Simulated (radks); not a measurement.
Charge is removed step by step from the 5s1/2 level of Eu2+, starting from [Xe] 4f7. All-electron calculation, Dirac Kohn-Sham, PBE, spin-unpolarised, spherical densities, point nucleus; open shells fill j = l - 1/2 first. Program: a radial shooting solver on a logarithmic mesh with Libxc functionals.

[
 {"removed (e)": "0", "E - E(0) (eV)": "0.000", "eigenvalue (eV)": "-58.082", "E minus straight line (eV)": "0.000"},
 {"removed (e)": "0.125", "E - E(0) (eV)": "7.365", "eigenvalue (eV)": "-59.757", "E minus straight line (eV)": "-0.751"},
 {"removed (e)": "0.25", "E - E(0) (eV)": "14.940", "eigenvalue (eV)": "-61.450", "E minus straight line (eV)": "-1.292"},
 {"removed (e)": "0.375", "E - E(0) (eV)": "22.728", "eigenvalue (eV)": "-63.161", "E minus straight line (eV)": "-1.620"},
 {"removed (e)": "0.5", "E - E(0) (eV)": "30.731", "eigenvalue (eV)": "-64.887", "E minus straight line (eV)": "-1.733"},
 {"removed (e)": "0.625", "E - E(0) (eV)": "38.950", "eigenvalue (eV)": "-66.628", "E minus straight line (eV)": "-1.629"},
 {"removed (e)": "0.75", "E - E(0) (eV)": "47.388", "eigenvalue (eV)": "-68.383", "E minus straight line (eV)": "-1.307"},
 {"removed (e)": "0.875", "E - E(0) (eV)": "56.047", "eigenvalue (eV)": "-70.152", "E minus straight line (eV)": "-0.764"},
 {"removed (e)": "1", "E - E(0) (eV)": "64.927", "eigenvalue (eV)": "-71.934", "E minus straight line (eV)": "0.000"}
]

Removing the whole electron costs 64.927 eV by Delta-SCF, against 58.082 eV from minus the eigenvalue at the starting occupation. Slater's transition state (half an electron removed) gives 64.887 eV. Integrating minus the eigenvalue over the occupation (Janak's theorem) gives 64.927 eV. The mean slope of the eigenvalue, de/dn, is 13.9 eV per electron.
